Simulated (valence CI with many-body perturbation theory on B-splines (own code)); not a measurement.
Sensitivity of CI+MBPT for Pt⁵⁶⁺

Computed by valence CI with perturbative core correlation (CI+MBPT): four valence electrons over a frozen Dirac-Fock core [Ar], radial functions for each j: 6 s, 6 p, 5 d, 5 f, 1 g, with the one-electron correlation potential Σ1, the two-electron term Σ2, the three-electron term Σ3, Breit, model QED; selected CI, second order for the rest, scaled by the run's own slope (own B-spline code, finite nucleus).

No measured spectrum was set against this ion. As an estimate, large intervals hold to a few tenths of a per cent, small ones and those within an open d or f shell to about a per cent. The list stops below the first excitations out of the core. Only levels of the ground parity were solved; by the run's estimate the other parity begins above the list, which can be wrong where configurations are misplaced.

The reference run has the lowest level (3d3/2^4) J=0 and an ionisation energy of 5655.19 eV. Its largest variational space holds 7855 state functions.

Levels are named by their leading jj configuration (3d3/2^4 stands for four electrons in 3d with j = 3/2), which in mixed levels can hold well under half, so a name can repeat and another be missing. Letters in brackets count levels of one name in rising energy.

Changed runs:
A. size limit of the variational space 10000 → 1500; scale of Σ1 1 → 0; scale of Σ2 1 → 0; three-electron term on → off
B. orbitals per symmetry with explicit Σ2 and valence Breit (the others get mean screening factors) 5 → 1
C. averaging of valence orbitals over low configurations on → off
D. start configuration 3d4 → 3d5 (bad on purpose)

Excitation energies of the reference run in cm⁻¹, and shifts in cm⁻¹:

```tsv
Level	Reference	A	B	C
(3d3/2^3 3d5/2) J=1	678742	-8538	-105	+73
(3d3/2^3 3d5/2) J=4	779708	-7321	-74	+35
(3d3/2^3 3d5/2) J=2	812045	-5856	-94	+17
(3d3/2^3 3d5/2) J=3	840017	-5261	-23	+8.5
(3d3/2^2 3d5/2^2) J=0 [a]	1432150	-11801	+43	+91
(3d3/2^2 3d5/2^2) J=2 [a]	1433190	-13945	-37	+85
(3d3/2^2 3d5/2^2) J=4 [a]	1455460	-15330	-93	+100
(3d3/2^2 3d5/2^2) J=3 [a]	1473890	-13292	-99	+92
(3d3/2^2 3d5/2^2) J=5	1502460	-15228	-92	+85
(3d3/2^2 3d5/2^2) J=6	1525870	-16237	-102	+81
(3d3/2^2 3d5/2^2) J=1	1552530	-9824	-9.4	+39
(3d3/2^2 3d5/2^2) J=3 [b]	1574680	-9416	-28	+28
Ionisation energy (eV)	5655.19	-11.73	+0.12	+0.022
```

Run D: It gave no result: the electrons of core and valence do not add up to the charge. The program said: "core and valence hold 23 electrons, the ion has 22".
